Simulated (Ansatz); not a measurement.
F₂Zn, charge +1, doublet (typed; the unrestricted solution is spin-contaminated), geometry from GFN2-xTB (such geometries of metal compounds can be far from the true shape) (a state made from the parent by changing its charge; the spin is typed, not shown lowest). Base run: B3LYP/STO-3G (Ansatz, an electronic-structure program).

Here is a job for Ansatz.
Ansatz 0.2 input:
```yaml
crystal:
  periodic: [false, false, false]
  atoms:
    - {symbol: Zn, position_ang: [0.12354814, 0.24440345, 0.24927362]}
    - {symbol: F, position_ang: [-0.42372069, 0.69631363, -1.38959384]}
    - {symbol: F, position_ang: [0.01189356, -1.51099178, 0.55868176]}
basis:
  gaussian:
    orbitals: STO-3G
hamiltonian:
  xc: b3lyp
total_charge: 1
magnetization: {spin_polarized: true, initial_magnetization: 1}
```

The base run was repeated with changes; each row names its change, and settings that it needs were set with it.

```tsv
change	basis functions	E (Eh)	core-seconds (rough)
base	28	-1955.23288	8
basis = 3-21G	47	-1968.97566	7
basis = 6-31G	47	-1978.34745	3
basis = def2-SV(P)	52	-1978.27566	4
basis = 6-31G*	66	-1978.37642	4
basis = cc-pVDZ	71	-1978.74436	7
basis = aug-pcseg-1	93	-1978.47224	6
basis = pc-2	116	-1978.82942	9
basis = pcseg-2	116	-1978.82446	10
basis = cc-pVTZ	128	-1978.81780	10
basis = def2-TZVPD	131	-1978.78406	20
basis = aug-cc-pVTZ	185	-1978.82509	20
basis = def2-QZVPP	214	-1978.84378	20
```

Totals compare only among sets that treat the same electrons; sets with core potentials leave the core out.
